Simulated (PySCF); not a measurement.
**How the method moves the HOMO and LUMO of `O[B@@H-](Cl)CCl`**

Species: CH4BCl2O (charge -1).
Cartesian coordinates in Å at the PBE0-D3(BJ)/def2-SVP level; atoms count from 1:
```
atom  x, y, z in Å
O1    -0.806    1.717   -0.931
B2    -0.213    0.605   -0.264
Cl3   -1.014   -1.121   -0.931
C4     1.347    0.313   -0.618
Cl5    2.469    1.676   -0.124
H6    -0.541    1.696   -1.855
H7    -0.434    0.654    0.946
H8     1.731   -0.583   -0.110
H9     1.519    0.181   -1.700
```

Basis pcSseg-2 throughout (PySCF), one geometry. The structure is a single PBE0-D3(BJ)/def2-SVP conformer in the gas phase; no vibrational or solvent corrections. The geometry's basis has no diffuse functions.

How do the orbital energies and the gap change with the method?

| method | kind | HOMO (eV) | LUMO (eV) | gap (eV) | SCF cycles |
| --- | --- | --- | --- | --- | --- |
| OPBE | GGA | -1.28 | 3.95 | 5.23 | 16 |
| BLYP | GGA | -1.29 | 3.79 | 5.08 | 15 |
| PBE | GGA | -1.39 | 3.76 | 5.14 | 15 |
| B97-D | GGA | -1.41 | 3.87 | 5.28 | 15 |
| KT3 | GGA | -1.49 | 3.69 | 5.19 | 16 |
| BP86 | GGA | -1.51 | 3.74 | 5.25 | 15 |
| KT2 | GGA | -1.53 | 3.72 | 5.25 | 16 |
| LDA | LDA | -1.53 | 3.56 | 5.09 | 15 |
| B97-2 | global hybrid | -2.49 | 4.55 | 7.04 | 13 |
| B3LYP | global hybrid | -2.54 | 4.22 | 6.76 | 13 |
| PBE0 | global hybrid | -2.74 | 4.52 | 7.26 | 13 |
| mPW1PW91 | global hybrid | -2.77 | 4.53 | 7.30 | 13 |
| BHandHLYP | global hybrid | -4.03 | 5.02 | 9.06 | 12 |
| CAM-B3LYP | range-separated hybrid | -4.16 | 5.18 | 9.33 | 12 |
| wB97X-D | range-separated hybrid | -4.64 | 6.17 | 10.81 | 14 |
| LC-wPBE | range-separated hybrid | -5.47 | 6.32 | 11.79 | 14 |
| HF | Hartree–Fock | -6.02 | 6.60 | 12.62 | 11 |

The HOMO spans 4.73 eV, from OPBE down to HF, and the gap runs from 5.08 eV (BLYP) to 12.62 eV (HF). Over the methods OPBE (0 %), BLYP (0 %), PBE (0 %), B97-D (0 %), KT3 (0 %), BP86 (0 %), KT2 (0 %), LDA (0 %), B97-2 (21 %), B3LYP (20 %), PBE0 (25 %), mPW1PW91 (25 %), BHandHLYP (50 %), HF (100 %), a straight line through the gap against the share of exact exchange rises by 0.75 eV for each 10 % (correlation coefficient 0.998).
